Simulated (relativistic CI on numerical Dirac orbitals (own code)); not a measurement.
**Pt⁶⁺: 5d valence photoemission**

Computed with this model: Dirac-Coulomb-Breit CI, orbitals from a KLI potential per configuration, a model potential for QED, multiplet model of photoemission in the sudden approximation, unscaled Slater integrals; configurations [Xe] 4f14 5d4 → [Xe] 4f14 5d3; 80 K; Lorentzian 0.42 eV and Gaussian 0.5 eV FWHM. Energies are those of the free ion, without screening or charge transfer. The energies are binding energies and can lie tens of eV above those of solids. S is read from ⟨S²⟩ = S(S + 1).

Field parameters in Wybourne normalisation: D3d B²₀ = −7Dσ, B⁴₀ = −14Dq − 21Dτ, B⁴₃ = −14√(10/7) Dq; Td as Oh with Dq negative (B⁴₀ = 21Dq, B⁴₄ = √(5/14) B⁴₀). The field is a parameter set, without covalency.

free ion: ground-state S = 1.69, centroid 92.15 eV. Peaks (eV, height): 91.5 (100), 92.5 (22), 94.1 (22).

D3d, 10Dq = 35550, Dσ = -1120, Dτ = 190 cm⁻¹: ground-state S = 1.13, centroid 92.68 eV. Peaks (eV, height): 91.4 (100), 93.6 (78), 95.5 (10).

Td, 10Dq = -15000 cm⁻¹: ground-state S = 1.42, centroid 92.14 eV. Peaks (eV, height): 91.5 (100), 93.6 (21), 95.0 (8).

Strongest unbroadened transitions for Td, 10Dq = -15000 cm⁻¹:

```tsv
Energy (eV)	Relative strength
91.47	100.0
92.45	1.7
93.00	3.0
93.56	16.6
93.98	3.6
94.76	0.1
95.06	6.2
95.69	0.3
96.20	0.3
96.58	0.1
96.61	1.1
96.95	0.3
97.19	0.3
97.55	0.3
98.00	0.1
98.78	0.1
98.92	0.1
100.53	0.1
```
